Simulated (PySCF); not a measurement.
Compound: C5H12O2Si.
SMILES with atom numbers: `[CH3:1][CH2:2][O:3][C@@H:4]1[CH2:5][CH2:6][SiH2:7][O:8]1` (hydrogens: H9, H10, H11 on C1; H12, H13 on C2; H14 on C4; H15, H16 on C5; H17, H18 on C6; H19, H20 on Si7)

The same species was optimised twice, with GFN2-xTB and with PBE0-D3(BJ)/def2-SVP (PySCF), and the same property calculations (PySCF, gas phase) were run on both structures.

```json
{"coordinate": "Si7–O8 (Å)", "GFN2-xTB": "1.642", "PBE0-D3(BJ)/def2-SVP": "1.694", "change": "+0.052"}
{"coordinate": "C6–Si7 (Å)", "GFN2-xTB": "1.906", "PBE0-D3(BJ)/def2-SVP": "1.889", "change": "-0.017"}
{"coordinate": "C1–C2 (Å)", "GFN2-xTB": "1.519", "PBE0-D3(BJ)/def2-SVP": "1.508", "change": "-0.011"}
{"coordinate": "C4–O8 (Å)", "GFN2-xTB": "1.400", "PBE0-D3(BJ)/def2-SVP": "1.409", "change": "+0.009"}
{"coordinate": "C2–O3 (Å)", "GFN2-xTB": "1.418", "PBE0-D3(BJ)/def2-SVP": "1.409", "change": "-0.009"}
{"coordinate": "C5–C6 (Å)", "GFN2-xTB": "1.529", "PBE0-D3(BJ)/def2-SVP": "1.537", "change": "+0.008"}
{"coordinate": "C4–C5 (Å)", "GFN2-xTB": "1.531", "PBE0-D3(BJ)/def2-SVP": "1.527", "change": "-0.004"}
{"coordinate": "O3–C4 (Å)", "GFN2-xTB": "1.390", "PBE0-D3(BJ)/def2-SVP": "1.390", "change": "0.000"}
{"coordinate": "C4–O8–Si7 (°)", "GFN2-xTB": "112.8", "PBE0-D3(BJ)/def2-SVP": "110.7", "change": "-2.1"}
{"coordinate": "C5–C6–Si7 (°)", "GFN2-xTB": "101.7", "PBE0-D3(BJ)/def2-SVP": "100.8", "change": "-0.9"}
{"coordinate": "C6–Si7–O8 (°)", "GFN2-xTB": "94.9", "PBE0-D3(BJ)/def2-SVP": "95.9", "change": "+1.0"}
{"coordinate": "C4–C5–C6 (°)", "GFN2-xTB": "106.7", "PBE0-D3(BJ)/def2-SVP": "107.6", "change": "+0.9"}
{"coordinate": "C2–O3–C4 (°)", "GFN2-xTB": "114.2", "PBE0-D3(BJ)/def2-SVP": "114.6", "change": "+0.4"}
{"coordinate": "O3–C4–O8 (°)", "GFN2-xTB": "111.5", "PBE0-D3(BJ)/def2-SVP": "111.1", "change": "-0.4"}
{"coordinate": "O3–C4–C5 (°)", "GFN2-xTB": "107.8", "PBE0-D3(BJ)/def2-SVP": "107.5", "change": "-0.3"}
{"coordinate": "C5–C4–O8 (°)", "GFN2-xTB": "108.5", "PBE0-D3(BJ)/def2-SVP": "108.4", "change": "-0.1"}
{"coordinate": "C1–C2–O3–C4 (°)", "GFN2-xTB": "-177", "PBE0-D3(BJ)/def2-SVP": "-179", "change": "-2"}
{"coordinate": "C2–O3–C4–C5 (°)", "GFN2-xTB": "-178", "PBE0-D3(BJ)/def2-SVP": "-177", "change": "+1"}
```

Rotational constants: A = 3118, B = 1099, C = 996.5 MHz (GFN2-xTB) against A = 3116, B = 1086, C = 995.5 MHz (PBE0-D3(BJ)/def2-SVP). Point groups within 0.08 Å: C1 and C1.

On the GFN2-xTB structure: HOMO (eV) -7.73 [PBE0/pcSseg-1]; LUMO (eV) 0.65 [PBE0/pcSseg-1]; dipole (D) 0.50 [PBE0/pcSseg-1]; GIAO shielding of C1 (ppm) 169.5 [PBE0/pcSseg-1]; GIAO shielding of C2 (ppm) 121.2 [PBE0/pcSseg-1]; GIAO shielding of O3 (ppm) 226.9 [PBE0/pcSseg-1]; GIAO shielding of C4 (ppm) 79.7 [PBE0/pcSseg-1]; GIAO shielding of C5 (ppm) 151.5 [PBE0/pcSseg-1]; GIAO shielding of C6 (ppm) 179.0 [PBE0/pcSseg-1]; GIAO shielding of Si7 (ppm) 349.6 [PBE0/pcSseg-1]; GIAO shielding of O8 (ppm) 255.7 [PBE0/pcSseg-1].

Problem. What do these properties become on the PBE0-D3(BJ)/def2-SVP structure?

Solution. 
```csv
property,level,on GFN2-xTB,on PBE0-D3(BJ)/def2-SVP,change
HOMO (eV),PBE0/pcSseg-1,-7.73,-7.73,0.00
LUMO (eV),PBE0/pcSseg-1,0.65,0.67,+0.02
dipole (D),PBE0/pcSseg-1,0.50,0.77,+0.27
"energy, GFN2-xTB geometry as zero (kcal/mol)",PBE0/pcSseg-1,0.0,-2.2,-2.2
GIAO shielding of C1 (ppm),PBE0/pcSseg-1,169.5,167.5,-2.0
GIAO shielding of C2 (ppm),PBE0/pcSseg-1,121.2,121.4,+0.2
GIAO shielding of O3 (ppm),PBE0/pcSseg-1,226.9,224.8,-2.1
GIAO shielding of C4 (ppm),PBE0/pcSseg-1,79.7,80.2,+0.5
GIAO shielding of C5 (ppm),PBE0/pcSseg-1,151.5,149.6,-1.9
GIAO shielding of C6 (ppm),PBE0/pcSseg-1,179.0,178.8,-0.2
GIAO shielding of Si7 (ppm),PBE0/pcSseg-1,349.6,345.1,-4.5
GIAO shielding of O8 (ppm),PBE0/pcSseg-1,255.7,248.3,-7.4
```

The heavy atoms differ by 0.030 Å rms after alignment. Among bonds between heavy atoms Si7–O8 changes most (+0.052 Å). Changes are differences of the printed values. Neither structure is proved a minimum here.
